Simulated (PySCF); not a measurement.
# Dipole response of Si⁻ (silicon, charge -1)

[Ne] 3s2 3p3, high-spin 4S determinant. Calculation: PySCF 2.14, in aug-cc-pV(5+d)Z; the non-relativistic Hamiltonian (point nucleus). Coupled (time-dependent) response in atomic units; α is the mean over directions.

| method | mean α (bohr³) | C₆ (like pair) | S(−4) |
| --- | --- | --- | --- |
| UHF | 122.0 | 1682 | 7679 |

S(−4) is the Cauchy moment in α(ω) = α(0) + S(−4) ω² + …

α(iu) at UHF:

| u (hartree) | α(iu) (bohr³) |
| --- | --- |
| 0 | 122.0 |
| 0.0500 | 106.3 |
| 0.100 | 80.54 |
| 0.200 | 46.01 |
| 0.300 | 28.76 |
| 0.500 | 13.92 |
| 0.750 | 7.198 |
| 1.00 | 4.383 |
| 1.50 | 2.147 |
| 2.00 | 1.299 |
| 3.00 | 0.6552 |
| 5.00 | 0.2885 |

For an ion, C₆ is the dispersion term alone; charge-induced terms of lower order in 1/R come first.
